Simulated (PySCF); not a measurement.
Removing an electron from SbH2(SMe)

Species: SbH2(SMe), CH₅SSb.
Structure used (PBE0-D3(BJ)/def2-SVP), in Å, numbered top down from 1:
```xyz
8
CH5SSb angstrom
Sb     0.8366    1.6360    0.2008
H      2.2709    1.6313   -0.7474
H      0.1569    2.8415   -0.8158
S     -0.2291   -0.2081   -0.9999
C     -0.6784   -1.2899    0.3924
H      0.2028   -1.6459    0.9441
H     -1.1783   -2.1593   -0.0586
H     -1.3815   -0.8055    1.0844
```

Level: B3LYP/def2-SVPD (PySCF). Frontier orbitals with their largest atomic shares (Löwdin; up to four atoms above 4 %):

```csv
orbital,ε (eV),main atoms
HOMO−3,-9.53,"Sb1 44 %, H3 24 %, H2 22 %, S4 7 %"
HOMO−2,-8.67,"Sb1 34 %, S4 30 %, C5 11 %, H3 10 %"
HOMO−1,-7.18,"Sb1 53 %, S4 30 %, H3 7 %, H2 6 %"
HOMO,-6.46,?
LUMO,-1.42,"Sb1 53 %, S4 29 %, H3 6 %, H2 6 %"
LUMO+1,-0.49,"Sb1 63 %, H2 13 %, H3 13 %, S4 6 %"
LUMO+2,-0.21,"Sb1 48 %, H3 14 %, H2 14 %, S4 11 %"
```

Problem. What vertical ionisation energy does ΔSCF give, and how far is −ε(HOMO) from it?

Solution. ΔSCF: 8.72 eV (842 kJ/mol; threshold wavelength 142 nm); ⟨S²⟩ of the doublet left behind is 0.755, against 0.75 for a pure doublet. −ε(HOMO) is 6.46 eV, 2.26 eV below it. In exact Kohn–Sham theory the two would be equal; B3LYP (global hybrid, 20 % exact exchange) falls short of its own ΔSCF value by 26 %.

Problem. On which atoms does the HOMO lie?

Solution. S4 (sulfur bonded to C and Sb) 73 %, C5 (carbon bonded to S and 3 H) 11 %, Sb1 (antimony bonded to S and 2 H) 6 %, so more than half of it is on one atom. The HOMO−1 lies 0.72 eV lower.

Problem. And the vertical electron affinity, the fundamental gap, Mulliken's electronegativity and the hardness (with the factor ½)?

Solution. EA = -0.37 eV by ΔSCF (−ε(LUMO) = 1.42 eV); a negative value means that the added electron isn't bound at this geometry and level, and the number then depends on the basis. IE − EA = 9.09 eV against an orbital gap of 5.04 eV; (IE + EA)/2 = 4.18 eV; (IE − EA)/2 = 4.54 eV.

Problem. The lowest singlet excitation (vertical TDDFT, same level) lies at 3.96 eV. How far is it below IE − EA?

Solution. IE − EA = 9.09 eV, so by 5.13 eV.

Problem. What total energies stand behind the ΔSCF value?

Solution. E(N) = -679.50559 Eh and E(N − 1) = -679.18497 Eh at the same geometry, 0.32062 Eh apart. With one more electron, E(N + 1) = -679.49208 Eh.

Problem. What kinetic energy would electrons from this vertical process carry with 118.2 nm light (10.49 eV)?

Solution. 10.49 − 8.72 = 1.77 eV.

Problem. With α = 82.1 au, estimate the like-pair dispersion coefficient by London's formula C6 = (3/4)α²I.

Solution. I = 0.3206 Eh, so C6 ≈ 1620 au, a rough estimate.

Geometry: PBE0-D3(BJ)/def2-SVP, one conformer, isolated molecule. Atoms past krypton carry effective core potentials; spin–orbit coupling is left out.

These values come from a run that also computed excited states and ΔSCF ions. Hardware: an x86-64 server with one thread, on a shared host. Cost: 56 s of wall time.
